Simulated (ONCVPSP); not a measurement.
Varying the ONCV potential for zinc (Zn)

Base potential:

Zn, optimised norm-conserving Vanderbilt (ONCV), made with ONCVPSP 4.0.1 (PBE, scalar-relativistic). Core [Ne], reference 3s2 3p6 3d10 4s2. Waves: 3s+4s: rc 0.95 bohr, ncon 4, nbas 9, qcut 13.3 1/bohr, 2 projectors; 3p: rc 0.70 bohr, ncon 3, nbas 6, qcut 13.9 1/bohr, 2 projectors, debl 0.9 Ha; 3d: rc 1.05 bohr, ncon 3, nbas 7, qcut 12.1 1/bohr, 2 projectors, debl 2.9 Ha. Local part: polynomial inside 0.65 bohr (lpopt 5, dvloc0 6 Ha). Core correction: none.

In the p channel the program set the typed energies aside and used -3.065, 0.250 Ha.

All-electron outer shells of the reference configuration (PBE, scalar-relativistic, ld1.x):

```
shell  level (eV)  outermost node (bohr)  outermost maximum (bohr)
   2p    -1004.03                      –                      0.15
   3s     -129.23                   0.28                      0.59
   3p      -83.40                   0.25                      0.59
   3d      -10.14                      –                      0.57
   4s       -5.98                   0.85                      2.09
```

Cutoffs, loose and tight: the cutoffs (Ha) at which the residual kinetic energy of the hardest occupied pseudo-wave falls to 1 and 0.1 mHa per electron. They do not see the model core or the augmentation charge, which bear on the density cutoff. Test errors are all-electron minus pseudo excitation energies from the reference, over the configurations 3s2 3p6 3d10 4s1; 3s2 3p6 3d10 4s0; 3s2 3p6 3d9 4s0; 3s2 3p6 3d8 4s0. A dash means not determined; rows that change the core or the reference have their own tests.

| change | outcome | cutoff, loose | cutoff, tight | bound ghosts | GHOST(+) flags above zero | largest test error (meV) |
| --- | --- | --- | --- | --- | --- | --- |
| base | generated, projector energies reset by the program | 77 Ha | 156 Ha | none | none | +68 |
| s: rc 0.68 | generated, projector energies reset by the program | 83 Ha | 216 Ha | none | none | +69 |
| s: rc 0.82 | generated, projector energies reset by the program | 77 Ha | 156 Ha | none | none | +69 |
| s: rc 0.92 | generated, projector energies reset by the program | 77 Ha | 156 Ha | none | none | +68 |
| s: rc 1.08 | generated, projector energies reset by the program | 77 Ha | 156 Ha | none | none | +67 |
| s: rc 1.22 | generated, projector energies reset by the program | 77 Ha | 156 Ha | none | none | +66 |
| s: rc 1.34 | generated, projector energies reset by the program | 77 Ha | 156 Ha | none | none | +66 |

Reading the sweep of the s radius (base included, trends over the rows without a ghost): The loose cutoff stays near 77 Ha. The median size of the test errors (rows with all tests solved) stays near 7.0 meV.
